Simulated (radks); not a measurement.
Results of a calculation; reference values are marked as such.
Problem. Radial electron density D(r) = 4 pi r^2 rho(r) of an atom or ion with 65 electrons. Code: a radial shooting solver on a logarithmic mesh with Libxc functionals. Model: Dirac Kohn-Sham, BLYP, spin-unpolarised, spherical densities, finite nucleus; Fermi nuclear charge, rms radius of each element as measured or else 0.836 A^(1/3) + 0.57 fm.

r (bohr)  D(r) (e/bohr)
0.001949          12.78
0.002663          20.18
0.003638          30.78
0.004971          44.84
0.006791          61.39
0.009277          77.35
0.01257           87.52
0.01718           88.20
0.02347           81.36
0.03206           79.56
0.0438            94.39
0.05983           113.5
0.08109           108.5
0.1108            88.49
0.1513            94.85
0.2068            98.63
0.2825            60.43
0.3859            44.58
0.523             52.12
0.7145            34.28
0.9761            16.76
1.333             10.55
1.822             5.177
2.469             1.795
3.373            0.8211
4.608            0.4643
6.295            0.1534
8.6             0.02221
11.75          0.001161

What is the nuclear charge?

Solution. Z = 65. The innermost maximum, from 1s, lies near gamma/Z bohr with gamma = sqrt(1 - (Z/c)^2) = 0.880, here 0.0135 bohr (found: 0.0150), and its height grows with Z. The density is that of neutral terbium in [Xe] 4f9 6s2; the configuration itself is not fixed sharply by these data, and Z only to a few units. D(r) has 4 maxima, at r = 0.0150, 0.0664, 0.185, 0.507 bohr, and minima at 0.0289, 0.121, 0.362 bohr, inside which lie 2.02, 11.15, 29.40 electrons.
